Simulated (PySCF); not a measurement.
**UHF on Zn (zinc, neutral)**

Configuration: [Ar] 3d9 4s2 4p1, one real determinant (an excited configuration). Computed with PySCF 2.14 in def2-TZVPPD (6s6p4d2f1g, 67 functions), with no relativity, point nucleus.

| Item | Value |
| --- | --- |
| Total energy | -1777.460138 hartree |
| One-electron energy | -2473.8543 hartree |
| Hartree (Coulomb) energy | 765.7583 hartree |
| Exchange energy | -69.3641 hartree |
| Kinetic energy | 1777.63714 hartree |
| ⟨S²⟩ | 2.0109 |
| ⟨L²⟩ | 8.000 |
| Sum of ⟨r⟩ | 23.32 bohr |
| Sum of ⟨r²⟩ | 41.60 bohr² |
| Traceless quadrupole moment −½Σ⟨3z² − r²⟩ along its main axis | -5.59 e·bohr² |
| Density at the nucleus (Gaussians lack the cusp) | 18000 bohr⁻³ |
| Spin density at the nucleus | 0.241 bohr⁻³ |
| Langevin diamagnetic susceptibility | -33.0 ×10⁻⁶ cm³/mol |

```csv
shell,electrons,mean orbital energy (eV),spread (eV),"rms radius, mean of both spins (bohr)"
1s α,1,-9623.7,0,0.0591
1s β,1,-9623.6,0,0.0591
2s α,1,-1218.5,0,0.248
2s β,1,-1217.2,0,0.248
2p α,3,-1070.4,1.409,0.221
2p β,3,-1069.1,0.093,0.221
3s α,1,-164.64,0,0.736
3s β,1,-161.53,0,0.736
3p α,3,-115.56,2.682,0.773
3p β,3,-111.82,2.201,0.773
3d α,5,-31.773,2.957,0.932
3d β,4,-29.999,1.572,0.932
4s α,1,-12.156,0,2.75
4s β,1,-10.205,0,2.75
4p α,1,-5.948,0,3.68
```

⟨L²⟩ = 8.00 against 12 for a pure F term, so this real determinant mixes terms.

Spin-orbit constants ζ (cm⁻¹) from the X2C one-electron operator on these orbitals (non-relativistic here): bare nucleus, nucleus screened by l(l+1)(2l+1)/3 electrons, and screened by the Breit-Pauli mean field of the electrons.

```
shell    bare  screened nucleus  mean field
   2p  126400            118000      114000
   3p   16360             15270       14640
   3d    1808              1205        1106
   4p   500.8             467.4       443.0
```

To first order the Landé constant is A = -294.8 cm⁻¹, so the lowest level has J = 4 and lies 0.110 eV below the centre of the term. This holds in LS coupling only.
